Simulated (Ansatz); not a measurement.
Consider the cleavage of the Si–Si bond: `F[SiH](F)[Si](F)(F)F` + `F[Si](F)(F)S` → `F[Si](F)(F)S[Si](F)(F)F` + `F[SiH2]F`.

Program: Ansatz. Geometries: PBE0-D4/def2-TZVP. ΔE: electronic, gas phase. CBS: MP2 limit from def2 TZ/QZ plus the TZ coupled-cluster correction, frozen cores. This one scheme is used for every species. Functionals use def2-TZVPP. HSE06 is defined as in plane-wave codes. Each species was taken in one conformer, which may not be the lowest.

Q: Is it downhill or uphill in electronic energy at CCSD(T)/CBS, and by how much? (An estimate is asked.)

A: Ansatz gave: Downhill: ΔE = -0.87 eV.

Q: What do these levels give: LDA (SPW92), PBE-D4, B97M-V, HSE06-D4, ωB97M-V, PBE, revPBE, r2SCAN, CCSD/def2-TZVPP, MP2/def2-QZVPP, HF/CBS(def2), MP2/CBS(def2)? (Estimate.)

A: Computed: LDA (SPW92) -0.73, PBE-D4 -0.72, B97M-V -0.88, HSE06-D4 -0.79, ωB97M-V -0.90, PBE -0.67, revPBE -0.64, r2SCAN -0.86, CCSD/def2-TZVPP -0.85, MP2/def2-QZVPP -0.97, HF/CBS(def2) -0.88, MP2/CBS(def2) -0.97 eV.

Largest T1 diagnostic among the species: 0.013.

Leaving LDA and LC-ωPBE aside and taking each functional with its dispersion term where it has one, the values, not all of them listed here, spread over 0.18 eV, from r2SCAN0-D4 to PBE-D4. LDA lies −0.06 eV from PBE without D4. From PBE to PBE0 (25 % exact exchange), in def2-TZVPP and without D4, ΔE moves by −0.08 eV. The D4 term adds −0.08 eV with B3LYP and −0.04 eV with PBE0; it sums over pairs of atoms, weighted by their polarisabilities, and B3LYP, whose exchange is more repulsive, gets the larger term.

B3LYP here is the variant with VWN-RPA as its local correlation; programs differ in this.
